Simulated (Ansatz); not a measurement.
A nudged elastic band was laid between two geometries of C$_{2}$H$_{7}$NSeSn (12 atoms, charge 0, multiplicity 1).

Computed with Ansatz, RKS PBE-D4/def2-SVP.

- movable images: 5
- climbing image: yes
- spring: 5.0 eV/Å²
- optimiser: quadratic models (default)
- start path: IDPP
- force threshold: 0.05 eV/Å
- iteration limit: 60
- end points: relaxed

First end point:

```xyz
12
Properties=species:S:1:pos:R:3
N -1.704 0.558 1.409
Sn -0.210 -0.574 0.540
C 1.634 0.597 0.375
Se 1.637 0.514 -1.614
C -0.009 -0.600 -1.662
H -2.595 0.049 1.477
H -1.892 1.418 0.876
H -0.211 -2.083 1.393
H 1.542 1.637 0.746
H 2.537 0.125 0.809
H -0.830 -0.098 -2.211
H 0.180 -1.598 -2.104
```

Last end point:

```xyz
12
Properties=species:S:1:pos:R:3
N -2.096 0.228 0.894
Sn -0.263 -0.615 0.449
C 1.568 0.620 0.543
Se 1.831 0.546 -1.427
C 0.160 -0.502 -1.698
H -2.310 0.191 1.900
H -2.146 1.217 0.616
H -0.251 -2.158 1.239
H 1.407 1.657 0.897
H 2.418 0.166 1.091
H -0.597 0.066 -2.275
H 0.357 -1.472 -2.196
```

(1) What changes between the two ends?

(2) What energy profile does the band end with?

(3) What is the geometry of the highest image?

(4) What are the harmonic wavenumbers there?

Results:

(1) No bond is made or broken. The height of N1 over the plane of its neighbours goes from -0.39 to 0.39 Å.

(2) The forces met the threshold. The highest image is number 3 of 0 to 6, 1.5 kcal/mol above the ends, which have the same energy within 2 meV. A vibrational analysis at the climbing image gives one clearly imaginary mode, 385i cm⁻¹: a first-order saddle point.

```csv
image,path coordinate (Å),energy (kcal/mol),height of N1 over the plane of its neighbours (Å)
0,0.00,0.0,-0.39
1,0.23,0.1,-0.38
2,0.46,0.6,-0.25
3,0.69,1.5,0.00
4,0.91,0.7,0.24
5,1.13,0.1,0.38
6,1.34,0.0,0.39
```

(3) 
```xyz
12
Properties=species:S:1:pos:R:3
N -1.891 0.418 1.075
Sn -0.235 -0.585 0.476
C 1.618 0.606 0.475
Se 1.796 0.528 -1.504
C 0.135 -0.548 -1.695
H -2.563 0.034 1.739
H -2.136 1.351 0.746
H -0.299 -2.096 1.323
H 1.486 1.644 0.839
H 2.480 0.138 0.990
H -0.642 -0.011 -2.274
H 0.329 -1.535 -2.157
```

(4) 385i, 28, 124, 142, 208, 217, 466, 476, 502, 514, 566, 609, 621, 659, 660, 718, 905, 932, 970, 996, 1343, 1358, 1444, 1828, 3007, 3007, 3085, 3085, 3521, 3643 cm⁻¹.

Run time: 97 s on 2 threads of Arm Neoverse V2 (shared host), peak memory 0.2 GiB.
